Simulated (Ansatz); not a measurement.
# Relative stability

The two ends of one reaction step of BNH7OF, singlet (PBE0-D4/def2-TZVP).

A:

B1  (-0.711, -0.631, -0.796)
F2  (-1.117, 0.732, -0.806)
H3  (0.201, -0.850, -1.569)
H4  (-1.646, -1.397, -0.882)
H5  (0.621, -0.083, 0.843)
N6  (-0.071, -0.830, 0.692)
H7  (0.290, 1.722, -0.126)
O8  (1.048, 1.748, 0.483)
H9  (0.378, -1.735, 0.776)
H10  (-0.780, -0.755, 1.415)
H11  (1.787, 2.081, -0.029)
(Å)

B:

```xyz
11
angstrom
B -0.3607 -1.6575 -0.5399
F -1.0993 2.0656 0.5994
H 0.2069 -2.7097 -0.4854
H -0.7895 -1.2202 -1.5686
H 1.1093 0.5403 -0.0109
N -0.4888 -0.8966 0.6150
H -0.1899 2.0177 0.3170
O 1.2759 1.4912 -0.0986
H -0.1964 -1.2336 1.5183
H -1.0152 -0.0328 0.6623
H 1.5477 1.6358 -1.0087
```

Program: Ansatz 0.2.0. Basis: def2-TZVPP. Cores are frozen in the correlated methods. B3LYP uses VWN-RPA correlation.

Q: Which structure is lower at CCSD(T), and by how much? (To be estimated.)

A: By the calculation: A, by 79.1 kJ/mol (electronic energy, against the other). By their contacts, A is a complex of BNH₅F ([NH3][BH2][F]) + H₂O and B is a complex of BNH₄ ([BH2][NH2]) + H₂O + HF.

All methods give the same order:

```
      method  E(B) − E(A) (kJ/mol)
       SPW92                  92.9
      PBE-D4                  73.9
     BLYP-D4                  64.9
   r2SCAN-D4                  82.5
      B97M-V                  83.7
     PBE0-D4                  80.0
    B3LYP-D4                  71.1
  r2SCAN0-D4                  85.0
    BHLYP-D4                  78.2
CAM-B3LYP-D4                  77.3
     wB97X-V                  80.9
     wB97M-V                  78.1
      B2PLYP                  73.1
    PBE-QIDH                  84.1
  RPA on PBE                  78.3
          HF                  70.2
         MP2                  78.7
        CCSD                  79.0
     CCSD(T)                  79.1
```

No T1 diagnostic of these runs exceeds 0.011.

Labels in which every atom is bracketed show which atoms are joined, not bond orders.

For scale, one of the runs: CCSD(T)/def2-TZVPP, 222 basis functions, launched by `ansatz run in.yaml --threads 4 --pin off --events-out ev --progress --plain --max-ram 9574MiB`. Time: 27 s of wall clock on 4 CPU threads of an AMD EPYC 9R45; the host was shared. Peak host memory: 3.8 GiB.
